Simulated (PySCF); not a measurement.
## Vibration and rotation of Br₂

RHF-CCSD(T) constants of Br₂, ¹Σg⁺ (singlet), closed shell (PySCF, no relativity, basis sets Br def2-TZVPP; masses 78.9183 and 78.9183 u):

| Quantity | Value |
| --- | --- |
| ωe | 320.3 cm⁻¹ |
| ωexe | 1.05 cm⁻¹ |
| Be | 0.080756 cm⁻¹ |
| αe | 0.000319 cm⁻¹ |
| De to Br + Br | 2.05 eV |

(1) What force constant and bond length do these constants imply?

(2) Estimate the centrifugal constant D from the Kratzer relation and find the Dunham coefficient a1.

Measured values (Huber and Herzberg, Constants of Diatomic Molecules (1979)): ωe = 325.321 cm⁻¹, ωexe = 1.0774 cm⁻¹, Be = 0.082107 cm⁻¹, αe = 0.0003187 cm⁻¹.

Correlated steps freeze 18 core orbitals. Where the molecule has an RHF reference, its open-shell atoms are computed with UHF.

## Answers

(1) Reduced mass μred = 39.459 u; k = 5.8918×10⁻⁷·μred·ωe² (u, cm⁻¹, mdyn/Å) = 2.39 mdyn/Å; Re = √(16.8576/(μred·Be)) (u, cm⁻¹, Å) = 2.300 Å.

(2) D = 4Be³/ωe² = 2.05e-08 cm⁻¹; a1 = −1 − αeωe/(6Be²) = -3.61.
